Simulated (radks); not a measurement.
Numerical settings for neutral phosphorus, [Ne] 3s2 3p3. All-electron calculation, non-relativistic Kohn-Sham, BLYP, spin-polarised, spherical densities, point nucleus; open shells are filled with parallel spins first. Program: a radial shooting solver on a logarithmic mesh with Libxc functionals. The defaults (mesh step 0.008 in ln r, mesh end at 40 bohr or more with all orbitals vanishing there, Anderson mixing 0.5 over 9 steps, residual threshold near 1e-9 with the energy settled to 1e-9 hartree or 1e-11 of itself, here a cap of 87 iterations) give E = -341.2779 hartree and 3p at -5.968 eV in 13 iterations. Run on one thread of a shared host, so times are rough (Arm Neoverse V1): 0.1 s of CPU time, 0.1 s wall, 13 iterations on 2597 mesh points. Changes against that run (0 stands for a change within the tolerance of the run):

setting                    iterations  converged  E (mhartree)  e(3p) (meV)  CPU (s)
mesh step in ln r 0.2              14         no      diverged            -     0.04
mesh step in ln r 0.012            13        yes             0            0     0.07
mesh step in ln r 0.02             13        yes             0            0     0.05
mesh end (bohr) 8                  13        yes         +1.13        +70.9     0.09
mesh end (bohr) 20                 13        yes             0            0      0.1
residual threshold 1e-05            9        yes             0            0     0.08
residual threshold 1e-13           87         no             0            0     0.38
mixing 1.5                         13        yes             0            0      0.1
linear mixing, mixing 0.8          24        yes             0            0     0.15
linear mixing, mixing 0.5          30        yes             0            0     0.18
mixing history 20                  15        yes             0            0     0.11
iteration cap 2                     2         no         +32.4    -3.69e+03     0.02

Settings that end as converged yet miss the energy by more than 1 mhartree: mesh end (bohr) 8 (+0.00113 hartree). A mesh that ends early acts as a hard wall.
